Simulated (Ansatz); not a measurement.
Steps of a relaxation of C3H5BClF (`FC1(Cl)CBC1`) with RKS PBE0-D4/def2-TZVP.

```sh
$ ansatz run in.yaml --threads 4 --pin off --events-out ev --progress --plain --max-ram 10444MiB
```

```yaml
crystal:
  periodic: [false, false, false]
  atoms:
    - {symbol: F, position_ang: [1.194796, -1.314238, 1.158462]}
    - {symbol: C, position_ang: [0.583866, -0.671585, 0.118186]}
    - {symbol: Cl, position_ang: [1.152820, -1.441317, -1.434352]}
    - {symbol: C, position_ang: [-0.957468, -0.608254, 0.139149]}
    - {symbol: B, position_ang: [-0.768184, 0.870097, -0.409171]}
    - {symbol: C, position_ang: [0.755266, 0.859667, 0.039970]}
    - {symbol: H, position_ang: [-1.536563, -1.407449, -0.359405]}
    - {symbol: H, position_ang: [-1.285924, -0.544233, 1.203036]}
    - {symbol: H, position_ang: [-1.484059, 1.667228, -0.973873]}
    - {symbol: H, position_ang: [0.813979, 1.254965, 1.081056]}
    - {symbol: H, position_ang: [1.596772, 1.278020, -0.542457]}
basis:
  gaussian: {orbitals: def2-TZVP}
hamiltonian: {xc: pbe0, dispersion: d4}
relax: {f_tol: 0.005, max_steps: 150}
```

Positions (Å) and forces (eV/Å) along the path, 8 of 8 steps:

```xyz
11
step=1 energy=-19098.9917 eV
F     1.195   -1.314    1.158   -0.196    0.202   -0.414
C     0.584   -0.672    0.118   -0.013   -0.004   -0.195
Cl    1.153   -1.441   -1.434   -0.151    0.216    0.550
C    -0.957   -0.608    0.139   -0.030   -0.171    0.181
B    -0.768    0.870   -0.409   -0.094    0.107   -0.088
C     0.755    0.860    0.040    0.182    0.011    0.162
H    -1.537   -1.407   -0.359    0.347    0.429    0.237
H    -1.286   -0.544    1.203    0.162   -0.021   -0.479
H    -1.484    1.667   -0.974    0.286   -0.318    0.227
H     0.814    1.255    1.081   -0.036   -0.191   -0.466
H     1.597    1.278   -0.542   -0.456   -0.259    0.284
11
step=2 energy=-19099.0315 eV
F     1.188   -1.307    1.150   -0.076    0.081   -0.112
C     0.579   -0.666    0.116    0.022   -0.040   -0.222
Cl    1.151   -1.437   -1.418   -0.094    0.127    0.283
C    -0.953   -0.603    0.139    0.022   -0.058    0.083
B    -0.769    0.871   -0.405    0.004   -0.003   -0.017
C     0.749    0.856    0.040    0.057   -0.027    0.078
H    -1.519   -1.393   -0.360    0.084    0.124    0.062
H    -1.278   -0.544    1.192    0.046   -0.003   -0.149
H    -1.476    1.658   -0.962    0.078   -0.087    0.066
H     0.812    1.246    1.070   -0.014   -0.054   -0.145
H     1.580    1.263   -0.541   -0.130   -0.060    0.075
11
step=3 energy=-19099.0375 eV
F     1.184   -1.302    1.145    0.019   -0.018    0.056
C     0.577   -0.664    0.112    0.017   -0.030   -0.109
Cl    1.147   -1.433   -1.406   -0.014    0.021    0.043
C    -0.950   -0.603    0.138    0.007    0.013   -0.001
B    -0.766    0.868   -0.405   -0.006    0.009    0.029
C     0.749    0.853    0.040   -0.013   -0.006   -0.003
H    -1.515   -1.387   -0.360   -0.005   -0.007   -0.008
H    -1.273   -0.543    1.187   -0.002    0.004    0.008
H    -1.471    1.653   -0.956   -0.008    0.008   -0.015
H     0.809    1.241    1.066   -0.003    0.002    0.008
H     1.574    1.260   -0.540    0.007    0.003   -0.008
11
step=4 energy=-19099.0378 eV
F     1.183   -1.301    1.147    0.009   -0.009    0.033
C     0.578   -0.665    0.111   -0.002   -0.001   -0.064
Cl    1.148   -1.434   -1.404    0.001   -0.001    0.011
C    -0.950   -0.602    0.138   -0.012    0.003    0.010
B    -0.767    0.869   -0.403    0.006   -0.007   -0.007
C     0.748    0.852    0.039   -0.001    0.013    0.009
H    -1.515   -1.386   -0.361   -0.004   -0.002   -0.003
H    -1.272   -0.544    1.186    0.000   -0.003    0.005
H    -1.471    1.654   -0.956   -0.003    0.004    0.003
H     0.810    1.240    1.065    0.003    0.000    0.005
H     1.572    1.260   -0.542    0.002    0.003   -0.003
11
step=5 energy=-19099.0379 eV
F     1.182   -1.300    1.148    0.002   -0.001    0.007
C     0.578   -0.666    0.109   -0.008    0.009   -0.001
Cl    1.150   -1.436   -1.402    0.004   -0.005   -0.004
C    -0.950   -0.602    0.137   -0.007   -0.003    0.000
B    -0.767    0.870   -0.403    0.000    0.001    0.001
C     0.748    0.853    0.038    0.004    0.007   -0.002
H    -1.516   -1.385   -0.362    0.000    0.000    0.000
H    -1.271   -0.545    1.187    0.002   -0.003   -0.002
H    -1.472    1.655   -0.954    0.002   -0.002    0.003
H     0.811    1.238    1.065    0.002   -0.003   -0.002
H     1.572    1.261   -0.542    0.000    0.000    0.000
11
step=6 energy=-19099.0380 eV
F     1.181   -1.299    1.150   -0.005    0.005   -0.005
C     0.578   -0.666    0.108    0.001   -0.001    0.009
Cl    1.152   -1.438   -1.400    0.004   -0.005   -0.006
C    -0.950   -0.602    0.136    0.003    0.004    0.004
B    -0.768    0.871   -0.401    0.000    0.000   -0.006
C     0.748    0.853    0.037   -0.004   -0.002    0.004
H    -1.516   -1.384   -0.364    0.001    0.002   -0.001
H    -1.271   -0.547    1.186   -0.001   -0.002   -0.001
H    -1.473    1.656   -0.951    0.000    0.001    0.003
H     0.813    1.238    1.064    0.002    0.001   -0.001
H     1.571    1.262   -0.545   -0.002   -0.001    0.000
11
step=7 energy=-19099.0380 eV
F     1.180   -1.297    1.152   -0.005    0.005   -0.008
C     0.578   -0.666    0.108    0.005   -0.005    0.009
Cl    1.155   -1.441   -1.398   -0.001    0.000    0.000
C    -0.950   -0.602    0.136    0.004    0.002    0.001
B    -0.769    0.871   -0.400    0.001   -0.001   -0.003
C     0.748    0.853    0.036   -0.002   -0.003    0.001
H    -1.516   -1.384   -0.367    0.000    0.000   -0.001
H    -1.271   -0.549    1.185   -0.002   -0.001    0.000
H    -1.475    1.658   -0.948   -0.001    0.001    0.002
H     0.815    1.238    1.063    0.002    0.002    0.000
H     1.570    1.261   -0.547    0.000    0.000   -0.001
11
step=8 energy=-19099.0380 eV
F     1.179   -1.295    1.154   -0.001    0.002   -0.003
C     0.578   -0.666    0.109    0.003   -0.005    0.001
Cl    1.157   -1.443   -1.396    0.000    0.001    0.001
C    -0.950   -0.602    0.135    0.002    0.002    0.002
B    -0.769    0.872   -0.399   -0.001    0.000   -0.001
C     0.748    0.853    0.036   -0.002   -0.002    0.002
H    -1.515   -1.383   -0.370    0.001    0.000    0.000
H    -1.273   -0.552    1.184   -0.002    0.000   -0.001
H    -1.476    1.660   -0.943    0.000    0.000    0.000
H     0.817    1.239    1.062    0.000    0.002   -0.001
H     1.570    1.260   -0.550    0.000   -0.001    0.000
```

Run time 27 s (4 threads of an Intel Xeon Platinum 8488C on a shared host); peak host memory 0.65 GiB.
